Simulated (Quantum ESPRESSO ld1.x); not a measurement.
All-electron atom: As2+ in [Ar] 3d10 4s2 4p1 (the NIST ground configuration). Method: scalar-relativistic Kohn-Sham, LDA (Slater exchange, Perdew-Zunger correlation), spin-unpolarised, spherical densities, point nucleus; computed with ld1.x of Quantum ESPRESSO 7.5.

Normalised radial functions P(r) = r R(r), r in bohr:

r,3s,4s,4d
0.005558,0.2263,0.0747,0.0000
0.00863,0.3106,0.1024,0.0001
0.01329,0.3966,0.1308,0.0002
0.02048,0.4511,0.1486,0.0008
0.03154,0.4067,0.1336,0.0025
0.04858,0.1750,0.0565,0.0076
0.07483,-0.2697,-0.0908,0.0213
0.1153,-0.7157,-0.2356,0.0531
0.179,-0.6358,-0.1972,0.1132
0.2757,0.2844,0.1218,0.1882
0.4246,1.2996,0.4067,0.2246
0.6541,1.2912,0.1572,0.1513
1.008,0.5609,-0.4976,-0.0509
1.552,0.0981,-0.8427,-0.3337
2.39,0.0050,-0.5664,-0.5593
3.712,0.0000,-0.1504,-0.5162
5.717,0.0000,-0.0120,-0.2362
8.807,0.0000,-0.0002,-0.0415
13.56,0.0000,0.0000,-0.0018

3s: eigenvalue -210.93 eV, 2 radial nodes at r = 0.0588, 0.248 bohr, <r> = 0.599 bohr, 90 % of the charge inside 0.896 bohr. 4s: eigenvalue -33.777 eV, 3 radial nodes at r = 0.0585, 0.241, 0.732 bohr, <r> = 1.80 bohr, 90 % of the charge inside 2.66 bohr. 4d (empty): eigenvalue -10.019 eV, 1 radial node at r = 0.922 bohr, <r> = 3.35 bohr, 90 % of the charge inside 5.09 bohr.
